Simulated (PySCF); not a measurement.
Species: C4H7BO2Si.
SMILES: `OB(O)C1=CC=C[SiH2]1`

A linear-response calculation (PySCF, def2-SVPD basis, gas phase, vertical, core orbitals frozen in the response) gave these numbers; the functional is withheld.

Orbital energies (eV): HOMO-3 -10.42, HOMO-2 -10.32, HOMO-1 -9.91, HOMO -8.22, LUMO -0.84, LUMO+1 0.60, LUMO+2 1.39.

```json
{"state": "S1", "E (eV)": "4.35", "f": "0.119", "main configurations (H = HOMO, L = LUMO)": "H→L (98%)"}
{"state": "S2", "E (eV)": "5.16", "f": "0.0004", "main configurations (H = HOMO, L = LUMO)": "H-1→L (95%)"}
{"state": "S3", "E (eV)": "5.84", "f": "0.0025", "main configurations (H = HOMO, L = LUMO)": "H-3→L (93%)"}
{"state": "S4", "E (eV)": "6.29", "f": "0.0008", "main configurations (H = HOMO, L = LUMO)": "H→L+1 (82%), H→L+2 (10%)"}
{"state": "S5", "E (eV)": "6.50", "f": "0.064", "main configurations (H = HOMO, L = LUMO)": "H-2→L (78%), H→L+5 (17%)"}
{"state": "S6", "E (eV)": "6.91", "f": "0.014", "main configurations (H = HOMO, L = LUMO)": "H→L+2 (56%), H→L+3 (24%)"}
```

Triplets (Tamm–Dancoff): T1 2.58 eV, H→L (95%); T2 4.58 eV, H-2→L (48%), H→L+5 (27%), H-6→L (10%); T3 4.77 eV, H-1→L (94%); T4 5.33 eV, H-3→L (92%).

Vertical ionisation energy by ΔSCF with the same functional: 8.87 eV. Mean static polarisability: 92.0 au.

**Question.** Which of these was used?
A. HF
B. PBE0
C. PBE
D. CAM-B3LYP

**Answer.** D. CAM-B3LYP is range-separated, 19% exact exchange at short range and 65% at long range (ω = 0.33 bohr⁻¹). In this run −ε(HOMO) = 8.22 eV differs from the ΔSCF value by -0.65 eV, and S1 differs from the orbital gap of 7.37 eV by -3.02 eV. The ratio −ε(HOMO)/IP is 0.93. Small neutral molecules mostly give 0.85 to 0.93 with CAM-B3LYP, 0.5 to 0.7 with PBE, 0.7 to 0.83 with PBE0; with Hartree–Fock the ratio is 1 or more (Koopmans' value less the relaxation energy is the ΔSCF value).

Level of theory: PySCF 2.14.0, density-fitted response routines, TDDFT CAM-B3LYP/def2-SVPD, vertical, gas phase, core orbitals frozen in the response. Isolated species at its PBE0-D3(BJ)/def2-SVP geometry (one conformer only).

Shape of the structure used: `[OH:1][B:2]([OH:3])[C:4]1=[CH:5][CH:6]=[CH:7][SiH2:8]1`: O1–B2–C4–C5 13°, H–O1–B2–O3 -177°, H–O3–B2–O1 0°.
